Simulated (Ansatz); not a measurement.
The same path of CH$_{7}$FSiSn (11 atoms, charge 0, multiplicity 1) was run twice with different band settings. The coordinate that changes most is the dihedral H6–C1–Si2–Sn3.

The calculation used RKS B3LYP/def2-SVP (Ansatz).

Relaxed end points:

```xyz
11
Properties=species:S:1:pos:R:3
C -0.961 1.490 0.217
Si -0.140 -0.011 1.019
Sn 1.110 -1.371 -0.805
F -0.137 -1.309 -2.326
H -1.598 1.168 -0.622
H -1.586 2.027 0.949
H -0.208 2.191 -0.175
H -1.155 -0.911 1.643
H 0.836 0.392 2.076
H 2.556 -0.667 -1.432
H 1.350 -3.056 -0.524
```

```xyz
11
Properties=species:S:1:pos:R:3
C -0.991 1.470 0.213
Si -0.234 -0.071 0.999
Sn 1.191 -1.318 -0.777
F 0.090 -1.170 -2.400
H -1.684 1.964 0.912
H -0.210 2.194 -0.068
H -1.545 1.197 -0.698
H -1.292 -1.010 1.476
H 0.639 0.274 2.162
H 2.682 -0.571 -1.225
H 1.419 -3.015 -0.573
```

Common settings: climbing image yes; spring 5.0 eV/Å²; optimiser quadratic models (default); start path through a guess of the saddle point; force threshold 0.03 eV/Å; iteration limit 60; end points relaxed.

| run | movable images |
| --- | --- |
| 1 | 5 |
| 2 | 3 |

Question: What does each run give, and how far can it be trusted?

Answer: Run 1: converged after 9 iterations, highest image 0.076 eV above the first end. A vibrational analysis at the climbing image gives one clearly imaginary mode, 174i cm⁻¹: a first-order saddle point.
Run 2: converged after 10 iterations, highest image 0.076 eV above the first end. Another band between the same ends (5 images) ends at a top of the same energy, where a vibrational analysis finds 1 clearly imaginary mode. So few images can step over the top or miss a turn of the path.
